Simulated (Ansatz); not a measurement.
Geometry optimisation, Ansatz, UKS revPBE-D4/STO-3G.

Input:

```yaml
crystal:
  periodic: [false, false, false]
  atoms:
    - { symbol: B, position_ang: [-1.6965, 1.9645, 0.4562] }
    - { symbol: Si, position_ang: [-0.1526, 1.542, -0.5572] }
    - { symbol: S, position_ang: [1.2487, 0.5905, 0.7393] }
    - { symbol: C, position_ang: [0.639, -1.0872, 0.7555] }
    - { symbol: C, position_ang: [0.9831, -1.8752, -0.5075] }
    - { symbol: F, position_ang: [-0.8156, -1.0381, 0.8483] }
    - { symbol: F, position_ang: [1.0764, -1.7627, 1.873] }
    - { symbol: H, position_ang: [-1.7854, 1.7508, 1.5834] }
    - { symbol: H, position_ang: [-2.6342, 2.5803, -0.0517] }
    - { symbol: H, position_ang: [-0.5117, 0.6812, -1.6625] }
    - { symbol: H, position_ang: [0.4347, 2.7819, -1.0638] }
    - { symbol: H, position_ang: [2.1079, -1.9033, -0.5435] }
    - { symbol: H, position_ang: [0.5388, -2.8787, -0.4539] }
    - { symbol: H, position_ang: [0.5543, -1.3752, -1.3868] }
magnetization:
  spin_polarized: true
basis:
  gaussian: { orbitals: STO-3G }
hamiltonian:
  xc: revpbe
  dispersion: d4
relax:
  f_tol: 0.02
  max_steps: 40
output:
  orbitals: {}
```

Launched with:

```bash
$ ansatz run input.yaml --threads 1 --pin off --max-ram 2048MiB --backend cpu --events-out ev --progress --plain --runs-dir out
```

Q: Where does it end, and by what steps?

A: The forces met the threshold. Limits of this set-up: minimal basis. After 24 steps the energy has fallen by 2.713 eV; H9 moved furthest, 2.49 Å. Joined: B1–F6 (3.15 → 1.57 Å).

```csv
step,energy less start (eV),largest force component (eV/Å),accepted
0,0.0000,3.185,yes
1,-0.4355,0.797,yes
2,-0.5247,0.637,yes
3,-0.5460,0.292,yes
4,-0.5647,0.302,yes
5,-0.5978,0.861,yes
6,-0.6745,1.138,yes
7,-0.8551,1.109,yes
8,-1.2269,1.001,yes
9,-1.6169,1.627,yes
10,-2.0239,1.857,yes
11,-2.3250,1.649,yes
12,-2.4918,0.656,yes
13,-2.5431,0.468,yes
14,-2.5943,0.448,yes
15,-2.5941,0.524,no
16,-2.6146,0.141,yes
17,-2.6240,0.166,yes
18,-2.6419,0.259,yes
19,-2.6498,0.461,yes
20,-2.6990,0.260,yes
21,-2.7100,0.104,yes
22,-2.7126,0.056,yes
23,-2.7128,0.025,yes
24,-2.7129,0.007,yes
```

```xyz
14
Properties=species:S:1:pos:R:3
B -1.366 0.838 0.337
Si 0.112 1.760 -0.627
S 1.800 0.756 0.322
C 0.799 -0.692 0.779
C 0.414 -1.722 -0.359
F -0.642 -0.174 1.294
F 1.268 -1.346 1.905
H -1.958 1.533 1.090
H -2.055 0.178 -0.364
H 0.248 1.559 -2.071
H 0.374 3.178 -0.392
H 1.341 -2.210 -0.724
H -0.275 -2.494 0.039
H -0.073 -1.192 -1.199
```

Whether the end is a true minimum wasn't checked by a vibrational analysis.

The run took 3 min on 1 thread of AMD EPYC 7R43 64-Core Processor (Zen 3), on a shared host, peak memory 0.23 GiB.
